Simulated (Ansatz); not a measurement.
Basis-set extrapolation for CH₈Al₂Si, SMILES `[CH3][Al]([AlH2])[SiH3]` (PBE0-D4/def2-TZVP geometry, frozen core, Ansatz). Multiplicity 1, RHF reference.

|  | def2-TZVPP | def2-QZVPP |
| --- | --- | --- |
| HF | -815.307385 | -815.332127 |
| MP2 correlation | -0.463194 | -0.494826 |
| CCSD(T) correlation | -0.550973 | not run |

Energies in hartree. Use E(X) = E(∞) + A·exp(−7.88·√X) for Hartree–Fock and E(X) = E(∞) + B·X^(−2.97) for correlation, with X = 3 and 4, and add CCSD(T) minus MP2 of the smaller set to the MP2 limit.

Problem. What is the CCSD(T) energy at the basis-set limit?

Solution. HF limit: -815.332127 + (-0.024742) × 0.13774 = -815.33553. MP2 limit: -0.494826 + (-0.031632) × 0.74074 = -0.51826. Higher-order term: -0.550973 − (-0.463194) = -0.08778. Total: -815.94157 hartree, 52.2 kcal/mol below CCSD(T)/def2-TZVPP.
